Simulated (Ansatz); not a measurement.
Breaking the Be1–O2 bond in BeO (multiplicity 1 held). Energies count from the point at 1.327 Å.


Restricted levels (R-, RO-) in cc, def2 and unpolarised 6-31G sets keep to the state of the molecule at rest. Unrestricted levels (U-) break spin symmetry where that is lower. Levels need not reach the same state.

Frozen-core correlation.

Codes used: Ansatz (Gaussian orbitals). Values without a source in brackets are computed.

Energies in kcal/mol.

```json
[
 {"R (Å)": "1.061", "U-r2SCAN/aug-cc-pVTZ": "72.9", "U-B3LYP/aug-cc-pVTZ": "69.5", "U-wB97X-V/aug-cc-pVTZ": "70.5", "R-MP2/aug-cc-pVTZ": "79.4", "U-MP2/aug-cc-pVTZ": "38.8", "R-SCS-MP2/aug-cc-pVTZ": "78.3"},
 {"R (Å)": "1.194", "U-r2SCAN/aug-cc-pVTZ": "14.2", "U-B3LYP/aug-cc-pVTZ": "12.7", "U-wB97X-V/aug-cc-pVTZ": "12.7", "R-MP2/aug-cc-pVTZ": "17.3", "U-MP2/aug-cc-pVTZ": "-23.3", "R-SCS-MP2/aug-cc-pVTZ": "16.7"},
 {"R (Å)": "1.327", "U-r2SCAN/aug-cc-pVTZ": "0.0", "U-B3LYP/aug-cc-pVTZ": "0.0", "U-wB97X-V/aug-cc-pVTZ": "0.0", "R-MP2/aug-cc-pVTZ": "0.0", "U-MP2/aug-cc-pVTZ": "0.0", "R-SCS-MP2/aug-cc-pVTZ": "0.0"},
 {"R (Å)": "1.459", "U-r2SCAN/aug-cc-pVTZ": "7.1", "U-B3LYP/aug-cc-pVTZ": "8.3", "U-wB97X-V/aug-cc-pVTZ": "8.9", "R-MP2/aug-cc-pVTZ": "3.6", "U-MP2/aug-cc-pVTZ": "-9.1", "R-SCS-MP2/aug-cc-pVTZ": "4.4"},
 {"R (Å)": "1.592", "U-r2SCAN/aug-cc-pVTZ": "19.8", "U-B3LYP/aug-cc-pVTZ": "22.7", "U-wB97X-V/aug-cc-pVTZ": "27.2", "R-MP2/aug-cc-pVTZ": "16.5", "U-MP2/aug-cc-pVTZ": "-5.8", "R-SCS-MP2/aug-cc-pVTZ": "17.9"},
 {"R (Å)": "1.791", "U-r2SCAN/aug-cc-pVTZ": "36.2", "U-B3LYP/aug-cc-pVTZ": "39.4", "U-wB97X-V/aug-cc-pVTZ": "37.4", "R-MP2/aug-cc-pVTZ": "54.6", "U-MP2/aug-cc-pVTZ": "9.2", "R-SCS-MP2/aug-cc-pVTZ": "53.3"},
 {"R (Å)": "1.990", "U-r2SCAN/aug-cc-pVTZ": "54.2", "U-B3LYP/aug-cc-pVTZ": "57.7", "U-wB97X-V/aug-cc-pVTZ": "56.1", "R-MP2/aug-cc-pVTZ": "97.9", "U-MP2/aug-cc-pVTZ": "27.6", "R-SCS-MP2/aug-cc-pVTZ": "93.0"},
 {"R (Å)": "2.322", "U-r2SCAN/aug-cc-pVTZ": "81.8", "U-B3LYP/aug-cc-pVTZ": "85.4", "U-wB97X-V/aug-cc-pVTZ": "85.4", "R-MP2/aug-cc-pVTZ": "143.2", "U-MP2/aug-cc-pVTZ": "69.3", "R-SCS-MP2/aug-cc-pVTZ": "134.6"},
 {"R (Å)": "2.653", "U-r2SCAN/aug-cc-pVTZ": "101.6", "U-B3LYP/aug-cc-pVTZ": "104.4", "U-wB97X-V/aug-cc-pVTZ": "106.2", "R-MP2/aug-cc-pVTZ": "165.9", "U-MP2/aug-cc-pVTZ": "97.4", "R-SCS-MP2/aug-cc-pVTZ": "155.2"},
 {"R (Å)": "3.051", "U-r2SCAN/aug-cc-pVTZ": "114.6", "U-B3LYP/aug-cc-pVTZ": "115.8", "U-wB97X-V/aug-cc-pVTZ": "117.4", "R-MP2/aug-cc-pVTZ": "178.1", "U-MP2/aug-cc-pVTZ": "103.4", "R-SCS-MP2/aug-cc-pVTZ": "166.0"},
 {"R (Å)": "3.582", "U-r2SCAN/aug-cc-pVTZ": "122.0", "U-B3LYP/aug-cc-pVTZ": "122.1", "U-wB97X-V/aug-cc-pVTZ": "121.5", "R-MP2/aug-cc-pVTZ": "183.5", "U-MP2/aug-cc-pVTZ": "104.5", "R-SCS-MP2/aug-cc-pVTZ": "170.6"},
 {"R (Å)": "4.245", "U-r2SCAN/aug-cc-pVTZ": "125.4", "U-B3LYP/aug-cc-pVTZ": "124.9", "U-wB97X-V/aug-cc-pVTZ": "122.4", "R-MP2/aug-cc-pVTZ": "185.0", "U-MP2/aug-cc-pVTZ": "104.5", "R-SCS-MP2/aug-cc-pVTZ": "171.9"},
 {"R (Å)": "5.307", "U-r2SCAN/aug-cc-pVTZ": "126.9", "U-B3LYP/aug-cc-pVTZ": "126.1", "U-wB97X-V/aug-cc-pVTZ": "122.6", "R-MP2/aug-cc-pVTZ": "185.3", "U-MP2/aug-cc-pVTZ": "104.5", "R-SCS-MP2/aug-cc-pVTZ": "172.2"}
]
```

Doubts at one or more of the structures used: a spin-contaminated determinant (U-r2SCAN/aug-cc-pVTZ, U-B3LYP/aug-cc-pVTZ, U-wB97X-V/aug-cc-pVTZ, U-MP2/aug-cc-pVTZ); a restricted determinant that unrestricted orbitals would lower (R-MP2/aug-cc-pVTZ, R-SCS-MP2/aug-cc-pVTZ).

Ansatz is a first-principles code.
